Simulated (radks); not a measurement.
Results of a calculation; reference values are marked as such.
Initial-state core-level shifts of the ytterbium ion Yb2+ when its valence configuration changes from [Xe] 4f14. Level of theory: scalar-relativistic Kohn-Sham, r2SCAN, spin-unpolarised, spherical densities, finite nucleus; meta-GGA in the generalised Kohn-Sham scheme; Fermi nuclear charge, rms radius 5.3108 fm (a radial shooting solver on a logarithmic mesh with Libxc functionals). Shifts are changes of the shell-averaged eigenvalues in eV (positive: less bound); the change of the density at the nucleus, which sets a Mossbauer isomer shift, is in e/bohr^3, on a base of 1.085e+06.

| valence | 3p | 4p | 4d | 5s | density at nucleus |
|---|---|---|---|---|---|
| 4f13.5 6s0.5 | -5.297 | -5.138 | -5.039 | -3.490 | +51.8 |
| 4f13 6p1 | -12.449 | -12.071 | -11.855 | -8.535 | +45.2 |
| 4f13 5d1 | -8.326 | -7.911 | -7.672 | -4.297 | +38.2 |
| 4f13 6s1 | -11.059 | -10.672 | -10.455 | -7.109 | +110.5 |
| 4f12 5d1 6s1 | -20.765 | -19.666 | -19.136 | -11.567 | +163.6 |
| 4f12 5d1.5 6s0.5 | -19.261 | -18.156 | -17.618 | -10.081 | +122.6 |
| 4f12 6s1 6p1 | -25.261 | -24.173 | -23.660 | -15.981 | +176.6 |
| 4f12.5 6s1.5 | -17.263 | -16.568 | -16.213 | -10.818 | +178.1 |
